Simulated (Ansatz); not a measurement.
`[NH2][Ga]([Cl])[Br]` + H–F → `[NH2][Ga]([F])[Cl]` + HBr at 400 K and 1 bar (ligand exchange at a Ga–Br bond).

Computed with Ansatz on PBE0-D4/def2-TZVP structures; ΔE is electronic, products minus reactants. CCSD(T)/CBS is the MP2 limit (def2-TZVPP, def2-QZVPP) plus CCSD(T) − MP2 in def2-TZVPP, frozen cores. This one scheme is used for every species. For Br, Ga outer-core shells are correlated without core-valence functions, which leaves a few kJ/mol of doubt a bond. Scalar relativity is left out up to krypton. Each species was taken in one conformer, which may not be the lowest.

| species | CCSD(T)/CBS energy (Eh) | H − E (kJ/mol) | S (J/(mol·K)) |
| --- | --- | --- | --- |
| `[NH2][Ga]([Cl])[Br]` | -5013.08446 | 101.9 | 394.2 |
| H–F | -100.39570 | 36.5 | 182.2 |
| `[NH2][Ga]([F])[Cl]` | -2539.54166 | 103.4 | 362.5 |
| HBr | -2573.91920 | 27.6 | 207.2 |

H − E and S are ideal-gas, rigid-rotor, harmonic terms from PBE0-D4/def2-TZVP, for one conformer and one mirror image of each species. 1 Eh = 2625.50 kJ/mol, R = 8.31446 J/(mol·K).

Question: By hand: ΔE, ΔH, ΔS and ΔG.

Answer: ΔE = (-2539.54166) + (-2573.91920) − (-5013.08446) − (-100.39570) = 0.01930 Eh = 50.7 kJ/mol. Δ(H − E) = 103.4 + 27.6 − 101.9 − 36.5 = -7.4, so ΔH = 43.3 kJ/mol. ΔS = 362.5 + 207.2 − 394.2 − 182.2 = -6.7 J/(mol·K). ΔG = 43.3 − 400 × (-6.7)/1000 = 46.0 kJ/mol.

Question: By hand: the equilibrium constant, and the temperature at which ΔG would vanish if ΔH and ΔS stayed fixed.

Answer: log₁₀ K = −ΔG/(RT ln 10) = -6.0. ΔH and −TΔS have one sign here, so there is no such temperature.

The number of gas molecules stays the same, so ΔS is small and ΔH decides. A doubt of 5 kJ/mol in ΔE shifts log₁₀ K by 0.7 here. Other conformers and mirror images would add mixing entropy, several J/(mol·K) or more a flexible species. Modes under 60 cm⁻¹, often nearly free rotors, make the harmonic entropy too high. These are equilibria of isolated gas molecules and say nothing of rates. Largest T1 diagnostic: 0.013 (customary marks: 0.02 for closed shells, 0.045 for open ones).

ΔS is within the doubt of such terms, so its sign, and with it that verdict, could turn.
